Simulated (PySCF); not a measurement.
Compound: C5H11B.
Cartesian coordinates in Å at the PBE0-D3(BJ)/def2-SVP level; atoms count from 1:
```
atom  x, y, z in Å
C1     2.3642    0.4151   -0.4248
B2     0.8295    0.1588   -0.2511
C3    -0.2969    1.2361    0.0000
C4    -1.6150    0.4595   -0.1259
C5    -1.2847   -0.9646    0.3348
C6     0.1159   -1.2489   -0.2239
H7     2.6247    1.4173   -0.7963
H8     2.8673   -0.3489   -1.0378
H9     2.8066    0.3256    0.5867
H10   -0.2377    2.1663   -0.5866
H11   -0.1388    1.5419    1.0571
H12   -2.4537    0.9037    0.4340
H13   -1.9241    0.4361   -1.1862
H14   -1.2491   -0.9916    1.4387
H15   -2.0484   -1.6978    0.0290
H16    0.6587   -2.0789    0.2552
H17    0.0438   -1.5233   -1.2991
```

Computed with core-valence-separated Tamm–Dancoff BHandHLYP/aug-pcX-1 (pcseg-1 on H) in PySCF, non-relativistic, gas phase, PBE0-D3(BJ)/def2-SVP geometry. The energies are unshifted.

The lowest roots of each edge with f over 0.003 (five at most, numbered afresh; weaker and dark ones are left out), with transition dipoles (au) in the frame of the coordinates:

```csv
root,edge,E (eV),μx,μy,μz
1,C,284.59,-0.0273,-0.0018,-0.0072
2,C,284.69,0.0142,-0.0291,-0.0268
3,C,284.70,-0.0114,-0.0338,-0.0200
4,C,285.25,0.0268,-0.0239,0.0211
5,C,285.27,-0.0277,-0.0204,0.0190
6,B,185.91,0.0212,-0.0013,0.1409
```

Task: What are the oscillator strengths?

Result: f = (2/3) ΔE |μ|², with ΔE in hartree (27.2114 eV):

```json
{"root": "1", "ΔE (Eh)": "10.4586", "|μ|² (au)": "0.000800", "f": "0.006", "core hole on": "C1"}
{"root": "2", "ΔE (Eh)": "10.4623", "|μ|² (au)": "0.001767", "f": "0.012", "core hole on": "C3/C6"}
{"root": "3", "ΔE (Eh)": "10.4627", "|μ|² (au)": "0.001672", "f": "0.012", "core hole on": "C3/C6"}
{"root": "4", "ΔE (Eh)": "10.4827", "|μ|² (au)": "0.001735", "f": "0.012", "core hole on": "C4/C5"}
{"root": "5", "ΔE (Eh)": "10.4833", "|μ|² (au)": "0.001544", "f": "0.011", "core hole on": "C4/C5"}
{"root": "6", "ΔE (Eh)": "6.8323", "|μ|² (au)": "0.020304", "f": "0.092", "core hole on": "B2"}
```

Task: Molecules are fixed in this frame and the field points along (0, 1, 1)/√2. What effective strengths 3 f cos²θ do the roots have (θ between field and μ)?

Result: root 1 (C1): 0.001, root 2 (C3/C6): 0.033, root 3 (C3/C6): 0.030, root 4 (C4/C5): 0.000, root 5 (C4/C5): 0.000, root 6 (B2): 0.133. Root 6 is the strongest. Averaged over all orientations cos²θ is 1/3, which gives f back.

One conformer stands for the species.
